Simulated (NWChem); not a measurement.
Everything below was run with NWChem. System: ethylene carbonate (C3H4O3), charge 0, spin multiplicity 1, at a geometry optimised with PBE0/def2-SVP. Level: RHF/def2-SVP.

Job file:

```
start mol
memory heap 200 mb stack 900 mb global 1100 mb
geometry units angstroms nocenter noautoz
  O      0.000000     0.000000    -2.031023
  C      0.000000     0.000000    -0.846399
  O     -0.100239     1.099872    -0.070167
  C      0.098919     0.757940     1.286861
  C     -0.098919    -0.757940     1.286861
  O      0.100239    -1.099872    -0.070167
  H     -0.628573     1.295601     1.910107
  H      1.116566     1.051794     1.593352
  H      0.628573    -1.295601     1.910107
  H     -1.116566    -1.051794     1.593352
  symmetry group C2
end
basis spherical
  * library def2-svp
end
scf
  rhf
  nopen 0
  maxiter 100
  thresh 1e-7
  semidirect memsize 60000000 filesize 0
end
task scf energy
```

Output (cleaned and shortened):

```
             Northwest Computational Chemistry Package (NWChem) 7.3.0
             --------------------------------------------------------

                                NWChem Input Module
                                -------------------

 Scaling coordinates for geometry "geometry" by  1.889725989
 (inverse scale =  0.529177249)

 Turning off AUTOSYM since
 SYMMETRY directive was detected!

                             Geometry "geometry" -> ""
                             -------------------------

 Output coordinates in angstroms (scale by  1.889725989 to convert to a.u.)

  No.       Tag          Charge          X              Y              Z
 ---- ---------------- ---------- -------------- -------------- --------------
    1 O                    8.0000     0.00000000     0.00000000    -2.03102300
    2 C                    6.0000     0.00000000     0.00000000    -0.84639900
    3 O                    8.0000    -0.10023900     1.09987200    -0.07016700
    4 C                    6.0000     0.09891900     0.75794000     1.28686100
    5 C                    6.0000    -0.09891900    -0.75794000     1.28686100
    6 O                    8.0000     0.10023900    -1.09987200    -0.07016700
    7 H                    1.0000    -0.62857300     1.29560100     1.91010700
    8 H                    1.0000     1.11656600     1.05179400     1.59335200
    9 H                    1.0000     0.62857300    -1.29560100     1.91010700
   10 H                    1.0000    -1.11656600    -1.05179400     1.59335200

 Effective nuclear repulsion energy (a.u.)     247.6038417650

            Nuclear Dipole moment (a.u.)
            ----------------------------
        X                 Y               Z
 ---------------- ---------------- ----------------
     0.0000000000     0.0000000000     0.0000000000

      Symmetry information
      --------------------

 Group name             C2
 Group number              4
 Group order               2
 No. of unique centers     6

      Symmetry unique atoms

     1    2    3    4    7    8


 Summary of "ao basis" -> "" (spherical)
 ------------------------------------------------------------------------------
       Tag                 Description            Shells   Functions and Types
 ---------------- ------------------------------  ------  ---------------------
 *                          def2-svp                  on all atoms

 Summary of "ao basis" -> "ao basis" (spherical)
 ------------------------------------------------------------------------------
       Tag                 Description            Shells   Functions and Types
 ---------------- ------------------------------  ------  ---------------------
 O                          def2-svp                 6       14   3s2p1d
 C                          def2-svp                 6       14   3s2p1d
 H                          def2-svp                 3        5   2s1p

                                 NWChem SCF Module
                                 -----------------

  ao basis        = "ao basis"
  functions       =   104
  atoms           =    10
  closed shells   =    23
  open shells     =     0
  charge          =   0.00
  wavefunction    = RHF
  use symmetry    = T
  symmetry adapt  = T

 Summary of "ao basis" -> "ao basis" (spherical)
 ------------------------------------------------------------------------------
       Tag                 Description            Shells   Functions and Types
 ---------------- ------------------------------  ------  ---------------------
[...]
    11 b          12 a          13 b          14 a          15 b
    16 a          17 a          18 b          19 b          20 a
    21 a          22 b          23 b          24 a          25 b
    26 b          27 b          28 a          29 a          30 b
    31 a          32 b          33 a

             Final eigenvalues
             -----------------

              1
    1  -20.6204
    2  -20.6203
    3  -20.5428
    4  -11.4423
    5  -11.3309
    6  -11.3303
    7   -1.5257
    8   -1.3911
    9   -1.3790
   10   -1.0530
   11   -0.9168
   12   -0.8387
   13   -0.7573
   14   -0.7310
   15   -0.7006
   16   -0.6437
   17   -0.6376
   18   -0.6199
   19   -0.5772
   20   -0.5488
   21   -0.4843
   22   -0.4819
   23   -0.4713
   24    0.1558
   25    0.1880
   26    0.2095
   27    0.2226
   28    0.2300
   29    0.2680
   30    0.3285
   31    0.3529
   32    0.3982
   33    0.4983

                       ROHF Final Molecular Orbital Analysis
                       -------------------------------------

 Vector   21  Occ=2.000000D+00  E=-4.843037D-01  Symmetry=a
              MO Center=  7.0D-16,  3.9D-15,  7.4D-01, r^2= 2.8D+00
   Bfn.  Coefficient  Atom+Function         Bfn.  Coefficient  Atom+Function
  ----- ------------  ---------------      ----- ------------  ---------------
    32      0.334933   3 O  px               74     -0.334933   6 O  px
    35      0.280511   3 O  px               77     -0.280511   6 O  px
    90     -0.231647   8 H  s               100     -0.231647  10 H  s
    46     -0.215335   4 C  px               60      0.215335   5 C  px

 Vector   22  Occ=2.000000D+00  E=-4.819301D-01  Symmetry=b
              MO Center=  4.2D-17, -5.8D-16, -1.6D+00, r^2= 1.7D+00
   Bfn.  Coefficient  Atom+Function         Bfn.  Coefficient  Atom+Function
  ----- ------------  ---------------      ----- ------------  ---------------
     5      0.530485   1 O  py                8      0.374521   1 O  py
     4     -0.218035   1 O  px                7     -0.163396   1 O  px

 Vector   23  Occ=2.000000D+00  E=-4.713451D-01  Symmetry=b
              MO Center= -2.4D-15,  7.4D-16, -1.1D+00, r^2= 2.6D+00
   Bfn.  Coefficient  Atom+Function         Bfn.  Coefficient  Atom+Function
  ----- ------------  ---------------      ----- ------------  ---------------
     4      0.401855   1 O  px                7      0.312402   1 O  px
    32     -0.261389   3 O  px               74     -0.261389   6 O  px
     5      0.244529   1 O  py               35     -0.222366   3 O  px
    77     -0.222366   6 O  px                8      0.173557   1 O  py

 Vector   24  Occ=0.000000D+00  E= 1.558092D-01  Symmetry=a
              MO Center= -7.0D-16, -6.4D-16,  1.9D+00, r^2= 5.6D+00
   Bfn.  Coefficient  Atom+Function         Bfn.  Coefficient  Atom+Function
  ----- ------------  ---------------      ----- ------------  ---------------
    45      1.526807   4 C  s                59      1.526807   5 C  s
    86     -1.085402   7 H  s                96     -1.085402   9 H  s
    91     -1.051286   8 H  s               101     -1.051286  10 H  s
    50      0.401526   4 C  py               64     -0.401526   5 C  py
    17     -0.368474   2 C  s                51      0.369670   4 C  pz

 Vector   25  Occ=0.000000D+00  E= 1.880212D-01  Symmetry=b
              MO Center=  3.4D-16, -3.3D-16,  1.4D+00, r^2= 6.1D+00
   Bfn.  Coefficient  Atom+Function         Bfn.  Coefficient  Atom+Function
  ----- ------------  ---------------      ----- ------------  ---------------
    91      1.276266   8 H  s               101     -1.276266  10 H  s
    86     -0.726227   7 H  s                96      0.726227   9 H  s
    49     -0.689031   4 C  px               63     -0.689031   5 C  px
    45     -0.549577   4 C  s                59      0.549577   5 C  s
    21      0.323044   2 C  px                7     -0.214234   1 O  px

 Vector   26  Occ=0.000000D+00  E= 2.095489D-01  Symmetry=b
              MO Center= -9.0D-16,  2.2D-15,  1.9D+00, r^2= 6.3D+00
   Bfn.  Coefficient  Atom+Function         Bfn.  Coefficient  Atom+Function
  ----- ------------  ---------------      ----- ------------  ---------------
    45      2.296575   4 C  s                59     -2.296575   5 C  s
    86     -1.579035   7 H  s                96      1.579035   9 H  s
    91     -0.814947   8 H  s               101      0.814947  10 H  s
    51      0.489449   4 C  pz               65     -0.489449   5 C  pz
    49     -0.200754   4 C  px               63     -0.200754   5 C  px

 center of mass
 --------------
 x =   0.00000000 y =   0.00000000 z =  -0.14902578

 moments of inertia (a.u.)
 ------------------
         658.867313952637           3.577557831767           0.000000000000
           3.577557831767         465.195264468710           0.000000000000
           0.000000000000           0.000000000000         221.280734910628

  Mulliken analysis of the total density
  --------------------------------------

    Atom       Charge   Shell Charges
 -----------   ------   -------------------------------------------------------
    1 O    8     8.35   1.99  1.08  0.69  2.82  1.75  0.02
    2 C    6     5.31   1.99  0.89  0.03  1.84  0.36  0.20
    3 O    8     8.51   1.99  1.06  0.74  2.87  1.83  0.02
    4 C    6     5.79   1.99  0.88  0.17  1.99  0.69  0.07
    5 C    6     5.79   1.99  0.88  0.17  1.99  0.69  0.07
    6 O    8     8.51   1.99  1.06  0.74  2.87  1.83  0.02
    7 H    1     0.93   0.76  0.15  0.02
    8 H    1     0.94   0.76  0.15  0.02
    9 H    1     0.93   0.76  0.15  0.02
   10 H    1     0.94   0.76  0.15  0.02

       Multipole analysis of the density wrt the origin
       ------------------------------------------------

     L   x y z        total         open         nuclear
     -   - - -        -----         ----         -------
     0   0 0 0     -0.000000      0.000000     46.000000

     1   1 0 0     -0.000000      0.000000      0.000000
     1   0 1 0      0.000000      0.000000      0.000000
     1   0 0 1      2.349395      0.000000      0.000000

     2   2 0 0    -23.819511      0.000000     12.719533
     2   1 1 0      0.528812      0.000000     -0.515197
     2   1 0 1     -0.000000      0.000000      0.000000
     2   0 2 0    -27.477791      0.000000    113.627254
     2   0 1 1      0.000000      0.000000     -0.000000
     2   0 0 2    -27.198089      0.000000    248.632678

 Task  times  cpu:        2.3s     wall:        2.3s

 Total times  cpu:        2.3s     wall:        2.3s
```
